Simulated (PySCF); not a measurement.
## Finite-field polarisability of Ge⁻ (germanium, charge -1)

[Ar] 3d10 4s2 4p3, high-spin 4S determinant. Calculation: PySCF 2.14, in aug-cc-pVQZ-PP with ECP10MDF (7s6p5d3f2g, 89 functions); scalar relativity through the core potential. Frozen: 3s2 3p6 3d10. Energy changes in a uniform field (μhartree):

```json
{"axis": "x", "F (au)": "0.0012", "HF": "-98.557", "MP2": "-98.505", "CCSD": "-100.972", "CCSD(T)": "-102.457"}
{"axis": "x", "F (au)": "0.0024", "HF": "-395.440", "MP2": "-394.976", "CCSD": "-404.976", "CCSD(T)": "-410.919"}
```

Task: Derive α along x at CCSD(T) from the two fields.

Result: With ΔE = −αF²/2 − γF⁴/24, α = −(16 ΔE(F) − ΔE(2F))/(6F²) = 142.2 bohr³.

Task: And the mean polarisability at each level?

Result: HF 136.7, MP2 136.7, CCSD 140.1, CCSD(T) 142.2 bohr³.

The polarisability of an anion needs two sets of diffuse s and p functions; this basis lacks them, so these values show the method and not the converged property.
